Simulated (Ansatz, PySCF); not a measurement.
CH₇BN₂O, SMILES N(C)B(N)O. Atoms are numbered in the order given.

```xyz
12

C      1.9243    -0.0149     0.4724
N      0.7805    -0.5430    -0.2162
B     -0.5445    -0.0123    -0.1513
N     -0.8457     1.1503     0.6037
O     -1.5978    -0.6305    -0.7988
H      2.6473    -0.8081     0.7250
H      1.6106     0.4360     1.4270
H      2.4761     0.7619    -0.0943
H      0.9965    -1.2378    -0.9185
H     -1.7950     1.4887     0.6599
H     -0.1527     1.8048     0.9308
H     -1.3680    -1.5015    -1.1291
```

Geometry optimised at PBE0-D3(BJ)/def2-SVP. This is a generated structure with no PubChem entry under its InChIKey; it may be hypothetical. One conformer was computed; it need not be the lowest.

Vertical ionisation energy (IE) and electron affinity (EA) in eV. Rows of orbital energies are one-electron estimates. Where ΔSCF, EOM or ADC give a negative EA the extra electron is unbound and the value depends on the basis.

```
level                                                                       IE     EA
------------------------------------------------------------------------  ----  -----
−ε(HOMO), −ε(LUMO), PBE0/def2-TZVP (PySCF)                                6.54  -0.79
−ε(HOMO), −ε(LUMO), PBE/def2-TZVP (PySCF)                                 5.14   0.03
ΔSCF, CAM-B3LYP/def2-SVPD (Ansatz), final states of multiplicity 2 and 2  8.95  -1.25
ΔSCF, PBE/def2-SVPD (Ansatz), final states of multiplicity 2 and 2           ?      ?
```

Question: Complete the blanks. (Estimate from the structure and the level; the computed values follow.)

Answer: 
- ΔSCF, PBE/def2-SVPD (Ansatz, a program for electronic structure), final states of multiplicity 2 and 2, IE: 8.49
- ΔSCF, PBE/def2-SVPD (Ansatz), final states of multiplicity 2 and 2, EA: -0.99

Question: What vertical singlet–triplet gap does ΔSCF give with CAM-B3LYP/def2-SVPD (Ansatz) and with PBE/def2-SVPD (Ansatz)? (The exact figures need the calculation; the answer reports its results.)

Answer: 5.72 and 5.09 eV (triplet above singlet where positive).
